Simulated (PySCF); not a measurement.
**Mayer bond orders and bond lengths**

Species: C6H9F2N.
Numbering: `[F:1][CH:2]([F:3])[C:4]1([C@H:5]2[CH2:6][NH:7]2)[CH2:8][CH2:9]1` (hydrogens: H10 on C2; H11 on C5; H12, H13 on C6; H14 on N7; H15, H16 on C8; H17, H18 on C9)

Structure used (PBE0-D3(BJ)/def2-SVP), in Å, numbered top down from 1:
```xyz
18
C6H9F2N angstrom
F     -0.9906   -2.2363   -0.9848
C     -1.1282   -0.8966   -1.1502
F     -0.5176   -0.5818   -2.3181
C     -0.5017   -0.1596   -0.0091
C      0.9504   -0.4792    0.1903
C      2.0156    0.3114   -0.4604
N      1.7268    0.4756    0.9559
C     -0.9913    1.2316    0.2578
C     -1.3603    0.1221    1.1907
H     -2.2056   -0.6726   -1.2533
H      1.1483   -1.5474    0.3407
H      2.9301   -0.2091   -0.7641
H      1.7378    1.1579   -1.0967
H      2.4187    0.0045    1.5343
H     -0.2368    1.9425    0.6032
H     -1.7615    1.6393   -0.4028
H     -0.8550    0.0939    2.1593
H     -2.3901   -0.2469    1.1983
```

Bond orders from the PBE0/pcSseg-1 density (PySCF). Isolated species at its PBE0-D3(BJ)/def2-SVP geometry (one conformer only).

Where do the orders between heavy atoms depart from those drawn in the SMILES?

The largest departure is 0.066, at C9–C4 (drawn single, 0.934) and C4–C8 (drawn single, 0.938).

Give the Mayer order of every bond between heavy atoms, beside its length.

| bond | drawn as | length (Å) | Mayer order |
| --- | --- | --- | --- |
| F1–C2 | single | 1.357 | 0.951 |
| C2–F3 | single | 1.355 | 0.965 |
| C2–C4 | single | 1.496 | 0.996 |
| C4–C5 | single | 1.500 | 0.971 |
| C5–C6 | single | 1.478 | 0.976 |
| C6–N7 | single | 1.455 | 0.955 |
| C4–C8 | single | 1.499 | 0.938 |
| C8–C9 | single | 1.496 | 0.966 |
| C9–C4 | single | 1.502 | 0.934 |
| N7–C5 | single | 1.449 | 0.960 |

Bonds between the same two heavy elements. C–F: all 2 within 0.02 of one another (0.951 to 0.965). C–C: lowest C9–C4 and C4–C8 (0.934, 1.502 Å), highest C2–C4 (0.996, 1.496 Å); in 1 of the 15 pairs the longer bond (by over 0.003 Å) has the higher order (by 0.02 or more). C–N: all 2 within 0.02 of one another (0.955 to 0.960). Bonds named together lie within 0.004.

And the bonds to hydrogen?

C–H: 0.94 to 0.95 (8 bonds); H–N: 0.93 (1 bond).

Sum the orders of all bonds at each heavy atom with more than one neighbour and set the sums beside the valence in the SMILES.

C2 3.865 (drawn 4), C4 3.839 (drawn 4), C5 3.857 (drawn 4), C6 3.824 (drawn 4), N7 2.848 (drawn 3), C8 3.785 (drawn 4), C9 3.798 (drawn 4). Orders between atoms that aren't bonded are not in these sums.

The Mayer order sums products of elements of PS (density times overlap matrix) between the two atoms' basis functions, so it depends on the basis set.
